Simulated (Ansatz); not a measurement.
Z-matrix (Å, degrees):
```
W
O 1 1.708
N 1 1.920 2 107.4
O 1 1.708 2 111.2 3 117.2
C 1 2.974 2 126.7 3 16.3
C 1 2.974 2 85.7 3 -10.7
F 1 1.873 2 110.4 3 -119.9
H 5 1.090 1 78.3 2 141.4
H 5 1.096 1 124.5 2 -114.0
H 5 1.096 1 121.7 2 36.9
H 6 1.095 1 124.5 2 -132.8
H 6 1.090 1 78.2 2 -28.2
H 6 1.096 1 121.7 2 76.3
```

Charge 0, multiplicity 1. W: def2 effective core potential.

(1) List the B3LYP/def2-TZVPP orbital energies in eV (the Gaussian-basis code of Ansatz). (Estimate.)

Answers

(1) Ansatz gave: Occupied: -671.75, -520.82, -520.82, -390.91, -278.37, -278.37, -83.35, -46.87, -46.71, -46.52, -31.83, -25.66, -25.23, -24.81, -20.42, -17.80, -14.08, -13.65, -13.57, -13.33, -12.62, -12.41, -11.72, -11.65, -11.24, -10.85, -10.74, -10.18, -9.89, -9.33, -8.59, -7.70. Lowest empty: -1.65, -1.59, -0.57, -0.21, 0.12, 0.51, 1.23, 1.78.

B3LYP here is the variant with VWN-RPA as its local correlation; programs differ in this.
